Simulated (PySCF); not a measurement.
Species: C4H5F5Si.
Geometry (GFN2-xTB, Å), atoms numbered from 1 in this order:
```xyz
15
C4H5F5Si angstrom
F     -2.5455   -0.9129    1.4691
C     -2.7302   -0.4032    0.2533
F     -3.9432   -0.6880   -0.2002
C     -1.7949    0.2912   -0.3819
F     -2.0739    0.7616   -1.6160
C     -0.4245    0.5745    0.1023
Si     0.8645   -0.3764   -0.9549
C      2.5869    0.1365   -0.2243
F      2.6276   -0.1229    1.1133
F      3.5666   -0.6217   -0.7872
H     -0.2456    1.6489    0.0204
H     -0.3493    0.2982    1.1530
H      0.7177   -1.8176   -0.7718
H      0.8513    0.0538   -2.3512
H      2.8881    1.1860   -0.3515
```

IAO charges (e) from the PBE0/pcSseg-1 density (PySCF), one withheld:

| atom | bonded to | charge |
| --- | --- | --- |
| F1 | C2 | -0.2470 |
| C2 | F1 F3 C4 | ? |
| F3 | C2 | -0.2333 |
| C4 | C2 F5 C6 | +0.1920 |
| F5 | C4 | -0.2674 |
| C6 | C4 Si7 H11 H12 | -0.5578 |
| Si7 | C6 C8 H13 H14 | +0.7537 |
| C8 | Si7 F9 F10 H15 | +0.1868 |
| F9 | C8 | -0.3067 |
| F10 | C8 | -0.3031 |
| H11 | C6 | +0.1700 |
| H12 | C6 | +0.1849 |
| H13 | Si7 | -0.0981 |
| H14 | Si7 | -0.1049 |
| H15 | C8 | +0.1417 |

**Question.** What is the charge on C2?

**Answer.** The charges add up to the total charge, 0. The others sum to -0.4892, which leaves +0.4892 e for C2 (=CF2 carbon); the computed value is +0.4893, the difference coming from rounding.

**Question.** Add each hydrogen's charge to the atom that carries it.

**Answer.** C6 -0.2029, Si7 +0.5507, C8 +0.3285. Atoms without hydrogen keep their charges.

**Question.** Across which bond do the charges differ most?

**Answer.** Si7–C6: +0.7537 on Si7 against -0.5578 on C6, a difference of 1.3115 e. The lower charge is on the more electronegative element of the two (Pauling values: C 2.55, Si 1.90).

**Question.** Take the bonds between elements whose Pauling electronegativities differ by more than 0.25. In how many does the more electronegative atom carry the lower charge?

**Answer.** In 11 of 12; it doesn't in C8–H15.

**Question.** How much positive and how much negative charge does this set hold in all?

**Answer.** +2.1184 e on 7 atoms and -2.1183 e on 8.

The IAO scheme projects the occupied orbitals on a minimal set of polarised atomic orbitals and counts the electrons in each atom's part of it. Geometry: GFN2-xTB, one conformer, isolated molecule.
